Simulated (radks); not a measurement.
The numbers below are computed, except where a source is named.
Question: Pd2+, configuration [Kr] 4d8. Level of theory: Dirac Kohn-Sham, Slater X-alpha with alpha = 0.762, spin-unpolarised, spherical densities, finite nucleus; open shells are shared between the two j in proportion to 2j + 1; Fermi nuclear charge, rms radius 4.5318 fm (a radial shooting solver on a logarithmic mesh with Libxc functionals).

Spin-orbit splittings of the eigenvalues, e(l+1/2) - e(l-1/2), with zeta = 2 splitting/(2l+1) and mean radii in bohr:

shell  occ.  splitting (eV)  zeta (eV)  <r> j=l-1/2  <r> j=l+1/2
2p        6           160.0      106.7       0.1170       0.1219
3p        6           28.00      18.66       0.3704       0.3812
3d       10               ?          ?       0.3542       0.3577
4p        6           4.623      3.082        1.007        1.037
4d        8          0.5466     0.2187        1.347        1.363

Estimate the 3d splitting.

Answer: 5.612 eV (zeta = 2.245 eV).
